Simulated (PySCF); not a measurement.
## Vibration and rotation of GaF

RHF-CCSD(T) constants of GaF, ¹Σ⁺ (singlet), closed shell (PySCF, scalar-relativistic core potentials, basis sets Ga cc-pVTZ-PP with ECP10, F cc-pVTZ; masses 68.9256 and 18.9984 u):

```
ωe              : 645.5 cm⁻¹
ωexe            : 3.05 cm⁻¹
Be              : 0.35878 cm⁻¹
αe              : 0.00257 cm⁻¹
D (centrifugal) : 4.43e-07 cm⁻¹
De to Ga + F    : 5.97 eV
```

(1) Give the band origin of the fundamental and the first lines of its P and R branches.

(2) Near which J would the R branch turn back, without centrifugal distortion?

Correlated steps freeze 5 core orbitals. Where the molecule has an RHF reference, its open-shell atoms are computed with UHF.

## Answers

(1) ν0 = ωe − 2ωexe = 639.4 cm⁻¹, B0 = 0.35750, B1 = 0.35492 cm⁻¹.

```tsv
J″	P(J″) − ν0	R(J″) − ν0
0		0.710
1	-0.715	1.415
2	-1.435	2.114
3	-2.160	2.808
4	-2.891	3.498
5	-3.626	4.182
6	-4.367	4.860
```

(2) At J ≈ (B0 + B1)/(2(B0 − B1)) − 1 ≈ 140.
